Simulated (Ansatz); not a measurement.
Consider the ligand exchange at the Sn–Se bond: `[CH3][SnH]([F])[SeH]` + HCl → `[CH3][SnH]([F])[Cl]` + H₂Se.

Calculated with Ansatz (gas phase, PBE0-D4/def2-TZVP geometries, no zero-point term in ΔE). CCSD(T)/CBS is the MP2 limit (def2-TZVPP, def2-QZVPP) plus CCSD(T) − MP2 in def2-TZVPP, frozen cores. This one scheme is used for every species. Functionals use def2-TZVPP. B3LYP here is the variant with VWN-RPA as its local correlation; programs differ in this. HSE06 is defined as in plane-wave codes. def2 core potentials past Kr. For Se, Sn outer-core shells are correlated without core-valence functions, which leaves a few kJ/mol of doubt a bond. Scalar relativity is left out up to krypton. One conformer a species, not always the lowest.

```
             level  ΔE (kcal/mol)  difference from CCSD(T)/CBS
       LDA (SPW92)           -2.4                          0.2
         revPBE-D4           -2.9                         -0.3
           BLYP-D4           -3.5                         -0.9
         r2SCAN-D4           -3.7                         -1.1
            B97M-V           -5.9                         -3.3
           PBE0-D4           -2.9                         -0.3
          B3LYP-D4           -3.6                         -1.0
        r2SCANh-D4           -3.7                         -1.1
        r2SCAN0-D4           -3.5                         -0.9
          HSE06-D4           -2.8                         -0.2
          BHLYP-D4           -3.9                         -1.3
      CAM-B3LYP-D4           -4.4                         -1.8
           ωB97X-V           -4.4                         -1.8
           ωB97M-V           -3.9                         -1.3
            B2PLYP           -3.9                         -1.3
          PBE-QIDH           -3.1                         -0.5
               PBE           -3.1                         -0.5
            revPBE           -3.4                         -0.8
              BLYP           -4.2                         -1.6
            r2SCAN           -3.9                         -1.3
             B3LYP           -4.3                         -1.7
           r2SCANh           -3.8                         -1.2
             HSE06           -3.2                         -0.6
         CAM-B3LYP           -4.8                         -2.2
           LC-ωPBE           -4.2                         -1.6
RPA@PBE/def2-TZVPP           -3.4                         -0.8
       HF/def2-SVP           -6.8                         -4.2
      MP2/def2-SVP           -3.4                         -0.8
     CCSD/def2-SVP           -4.2                         -1.6
  CCSD(T)/def2-SVP           -3.9                         -1.3
     HF/def2-TZVPP           -6.2                         -3.6
    MP2/def2-TZVPP           -2.5                          0.1
SCS-MP2/def2-TZVPP           -3.4                         -0.8
   CCSD/def2-TZVPP           -3.5                         -0.9
CCSD(T)/def2-TZVPP           -3.2                         -0.6
     HF/def2-QZVPP           -6.4                         -3.8
    MP2/def2-QZVPP           -2.3                          0.3
SCS-MP2/def2-QZVPP           -3.3                         -0.7
      HF/CBS(def2)           -6.4                         -3.8
    CCSD/CBS(def2)           -3.0                         -0.4
       CCSD(T)/CBS           -2.6                            0
```

Largest T1 diagnostic among the species: 0.012.

In def2-TZVPP, CCSD(T) changes the Hartree–Fock value by +3.0 kcal/mol (the triples alone add +0.4 kcal/mol) and MP2 by +3.6 kcal/mol. At CCSD(T), def2-SVP lies −1.3 kcal/mol from the extrapolated value and def2-TZVPP −0.6 kcal/mol. Leaving LDA and LC-ωPBE aside and taking each functional with its dispersion term where it has one, the values, not all of them listed here, spread over 3.2 kcal/mol, from B97M-V to PBE-D4.

CCSD(T)/CBS has its own doubt, a few kJ/mol and more with outer-core shells, so smaller differences from it don't rank the levels.
